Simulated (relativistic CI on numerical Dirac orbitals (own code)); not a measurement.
## Calculated levels, Tc XXXVIII

Computed by Dirac-Coulomb-Breit CI, orbitals from a KLI potential per configuration, model QED (radiative potential, 1s self-energy scaled to tabulated hydrogen-like ionisation energies), unscaled Slater integrals (own radial code, finite nucleus).

Configurations in the expansion (outside the closed core 1s2): 2s2 2p2, 2s 2p3, 2p4, 2p3 3s, 2p3 3p, 2p3 3d, 2s2 2p 3s, 2s2 2p 3p, 2s2 2p 3d, 2s 2p2 3s, 2s 2p2 3p, 2s 2p2 3d, 2s2 2p 4s, 2s2 2p 4p, 2s2 2p 4d, 2s2 2p 4f. Levels of other configurations are missing.

The lowest level is 2s2 2p2 3P_0, with 74 % of that term; Hund's rules for 2s2 2p2 give 3P with J = 0, in agreement.

```
No.  Configuration  Term  J   E (eV)    %  Next component (%)       jj configuration (%)
  1        2s2 2p2    3P  0     0.00   74               25 1S               2p1/2^2 (99)
  2        2s2 2p2    3P  1   115.63  100                              2p1/2 2p3/2 (100)
  3        2s2 2p2    1D  2   128.49   58               42 3P           2p1/2 2p3/2 (99)
  4         2s 2p3   5S°  2   246.56   52              35 3P°              2s 2p3/2 (90)
  5        2s2 2p2    3P  2   253.06   57               42 1D               2p3/2^2 (98)
  6        2s2 2p2    1S  0   283.03   73               25 3P               2p3/2^2 (98)
  7         2s 2p3   3D°  1   296.82   46              24 3P°              2s 2p3/2 (94)
  8         2s 2p3   3D°  2   359.09   54              35 5S°      2s 2p1/2 2p3/2^2 (91)
  9         2s 2p3   3D°  3   384.85  100                         2s 2p1/2 2p3/2^2 (100)
 10         2s 2p3   3P°  0   411.82  100                         2s 2p1/2 2p3/2^2 (100)
 11         2s 2p3   3D°  1   421.61   35              33 3P°      2s 2p1/2 2p3/2^2 (95)
 12         2s 2p3   1D°  2   431.56   64              23 3D°      2s 2p1/2 2p3/2^2 (91)
 13         2s 2p3   3P°  1   437.77   35              30 3S°      2s 2p1/2 2p3/2^2 (94)
 14         2s 2p3   3P°  2   532.89   49              30 1D°            2s 2p3/2^3 (92)
 15         2s 2p3   1P°  1   575.89   49              28 3S°            2s 2p3/2^3 (95)
 16            2p4    3P  2   581.08   73               26 1D               2p3/2^2 (98)
 17            2p4    1S  0   614.34   53               46 3P               2p3/2^2 (97)
 18            2p4    3P  1   703.41  100                            2p1/2 2p3/2^3 (100)
 19            2p4    1D  2   717.89   74               26 3P         2p1/2 2p3/2^3 (99)
 20            2p4    3P  0   858.46   54               45 1S               2p3/2^4 (98)
 21      2s2 2p 3s   3P°  0  3011.40   98     1 2s 2p2 3p 3P°              2p1/2 3s (98)
 22      2s2 2p 3s   3P°  1  3013.65   68              31 1P°              2p1/2 3s (98)
 23      2s2 2p 3p    3D  1  3053.51   72               23 1P           2p1/2 3p1/2 (99)
 24      2s2 2p 3p    3P  0  3074.87   71               26 1S           2p1/2 3p1/2 (97)
 25      2s2 2p 3p    3P  1  3096.29   41               28 3S           2p1/2 3p3/2 (91)
 26      2s2 2p 3p    3D  2  3099.98   59               25 1D           2p1/2 3p3/2 (97)
 27      2s 2p2 3s    5P  1  3132.48   60               19 3S         2s 2p1/2^2 3s (84)
 28      2s2 2p 3d   3F°  2  3136.38   72              21 1D°           2p1/2 3d3/2 (97)
 29      2s2 2p 3s   3P°  2  3142.13   88     4 2s2 2p 3d 3P°              2p3/2 3s (88)
 30      2s2 2p 3s   1P°  1  3148.06   67              30 3P°              2p3/2 3s (97)
 31      2s 2p2 3s    3P  0  3149.18   77               21 1S         2s 2p1/2^2 3s (91)
 32      2s2 2p 3d   3D°  1  3150.85   51              27 1P°           2p1/2 3d3/2 (95)
 33      2s2 2p 3d   3P°  2  3156.36   41              32 3D°           2p1/2 3d5/2 (90)
 34      2s2 2p 3d   3F°  3  3156.85   52              25 1F°           2p1/2 3d5/2 (98)
 35      2s 2p2 3p   5D°  0  3174.20   61              36 3P°      2s 2p1/2^2 3p1/2 (91)
 36      2s 2p2 3p   5D°  1  3176.06   33              28 3P°      2s 2p1/2^2 3p1/2 (87)
 37      2s2 2p 3p    3P  1  3193.16   52               20 3S           2p3/2 3p1/2 (94)
 38      2s2 2p 3p    3D  2  3196.01   38               31 1D           2p3/2 3p1/2 (94)
 39      2s 2p2 3p   5P°  2  3217.42   29              27 5D°      2s 2p1/2^2 3p3/2 (89)
 40      2s2 2p 3p    3D  3  3221.72   92      4 2s 2p2 3s 3D           2p3/2 3p3/2 (92)
 41      2s 2p2 3p   3D°  1  3222.22   42              19 3P°      2s 2p1/2^2 3p3/2 (90)
 42      2s2 2p 3p    1P  1  3222.98   47               43 3S           2p3/2 3p3/2 (95)
 43      2s 2p2 3s    5P  2  3226.61   83                7 3P     2s 2p1/2 2p3/2 3s (91)
 44      2s2 2p 3p    3P  2  3238.55   49               36 1D           2p3/2 3p3/2 (84)
 45      2s 2p2 3s    3P  1  3244.63   73               15 5P     2s 2p1/2 2p3/2 3s (93)
 46      2s 2p2 3s    5P  3  3252.52   52               37 3D     2s 2p1/2 2p3/2 3s (84)
 47      2s 2p2 3d    5F  1  3253.20   54               31 3D      2s 2p1/2^2 3d3/2 (91)
 48      2s2 2p 3p    1S  0  3253.36   70               25 3P           2p3/2 3p3/2 (95)
 49      2s 2p2 3d    5F  2  3256.36   33               24 3D      2s 2p1/2^2 3d3/2 (80)
 50      2s 2p2 3s    3P  2  3268.20   47               24 3D     2s 2p1/2 2p3/2 3s (90)
 51      2s 2p2 3p   5P°  1  3270.70   40              30 5D°  2s 2p1/2 2p3/2 3p1/2 (97)
 52      2s 2p2 3d    5D  3  3270.94   26               22 3D      2s 2p1/2^2 3d5/2 (86)
 53      2s2 2p 3d   1D°  2  3271.86   37              34 3D°           2p3/2 3d3/2 (80)
 54      2s2 2p 3d   3F°  3  3276.69   43              37 3D°           2p3/2 3d3/2 (77)
 55      2s2 2p 3d   3F°  4  3277.52   97        1 2p3 3d 3F°           2p3/2 3d5/2 (97)
 56      2s 2p2 3p   5D°  2  3278.60   44              21 3D°  2s 2p1/2 2p3/2 3p1/2 (86)
 57      2s2 2p 3d   3P°  1  3280.18   63              31 3D°           2p3/2 3d3/2 (94)
 58      2s2 2p 3d   3P°  0  3280.82   98        2 2p3 3d 3P°           2p3/2 3d3/2 (98)
 59      2s 2p2 3d    3F  2  3283.80   38               20 3D      2s 2p1/2^2 3d5/2 (77)
 60      2s2 2p 3d   3P°  2  3285.92   50              26 3D°           2p3/2 3d5/2 (83)
 61      2s2 2p 3d   1F°  3  3295.96   32              31 3D°           2p3/2 3d5/2 (58)
 62      2s 2p2 3s    3D  1  3296.15   73               16 1P     2s 2p1/2 2p3/2 3s (96)
 63      2s2 2p 3d   1F°  3  3298.80   26    24 2s 2p2 3p 5D°  2s 2p1/2 2p3/2 3p1/2 (54)
 64      2s2 2p 3d   1P°  1  3300.87   68              17 3P°           2p3/2 3d5/2 (95)
 65      2s 2p2 3s    3D  2  3300.98   36               34 1D     2s 2p1/2 2p3/2 3s (93)
 66      2s 2p2 3s    3P  0  3303.21   91                5 1S     2s 2p1/2 2p3/2 3s (89)
 67      2s 2p2 3s    3P  1  3303.33   56               21 1P     2s 2p1/2 2p3/2 3s (89)
 68      2s 2p2 3p   5D°  3  3309.44   44              39 5P°  2s 2p1/2 2p3/2 3p3/2 (95)
 69      2s 2p2 3p   3P°  2  3313.90   34              32 5S°  2s 2p1/2 2p3/2 3p1/2 (92)
 70      2s 2p2 3p   5P°  1  3314.43   33              26 3D°  2s 2p1/2 2p3/2 3p3/2 (97)
```

Energies count from the lowest computed level; ° marks odd parity. Filled j subshells are mostly left out of the jj labels.

The mean weight of the leading LS term, summed over parents, in these 70 levels is 58 %, and that of the leading jj configuration (from the same eigenvectors) 92 %, so jj coupling describes them better and the LS labels are nominal.

At this charge energies of transitions that change n are usually good to better than 1 %, and those within a shell (Δn = 0) to a few per cent.

LS names give the leading component of a level, which can be under half, so a name can repeat, a term be missing and a line seem to break the LS rules.
